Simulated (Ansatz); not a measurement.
`[OH][GeH2][NH][SiH](O)O` + H–F → `[OH][GeH2][NH][SiH](O)F` + H₂O  (ligand exchange at the Si–O bond)

Calculated with Ansatz (gas phase, PBE0-D4/def2-TZVP geometries, no zero-point term in ΔE). CBS: MP2 limit from def2 TZ/QZ plus the TZ coupled-cluster correction, frozen cores. This one scheme is used for every species. DFT in def2-TZVPP. B3LYP here is the variant with VWN-RPA as its local correlation; programs differ in this. For Ge outer-core shells are correlated without core-valence functions, which leaves a few kJ/mol of doubt a bond. Scalar relativity is left out up to krypton. One conformer a species, not always the lowest.

```json
{"level": "B3LYP-D4", "ΔE (kcal/mol)": "-10.9"}
{"level": "ωB97M-V", "ΔE (kcal/mol)": "-10.6"}
{"level": "B3LYP", "ΔE (kcal/mol)": "-11.7"}
{"level": "HF/def2-TZVPP", "ΔE (kcal/mol)": "-12.5"}
{"level": "MP2/def2-TZVPP", "ΔE (kcal/mol)": "-9.7"}
{"level": "CCSD/def2-TZVPP", "ΔE (kcal/mol)": "-10.5"}
{"level": "MP2/def2-QZVPP", "ΔE (kcal/mol)": "-10.0"}
{"level": "CCSD/CBS(def2)", "ΔE (kcal/mol)": "-10.9"}
```

Task: What does CCSD(T)/CBS give? (Estimate.)

Result: Ansatz gave: -10.5 kcal/mol. The listed levels differ from it by -0.4, -0.1, -1.2, -2.0, 0.8, 0.0, 0.5, -0.4 kcal/mol.

Largest T1 diagnostic among the species: 0.012.

The D4 term adds +0.9 kcal/mol with B3LYP and +0.5 kcal/mol with PBE0; it sums over pairs of atoms, weighted by their polarisabilities, and B3LYP, whose exchange is more repulsive, gets the larger term. In def2-TZVPP, CCSD(T) changes the Hartree–Fock value by +2.4 kcal/mol (the triples alone add +0.4 kcal/mol) and MP2 by +2.9 kcal/mol.
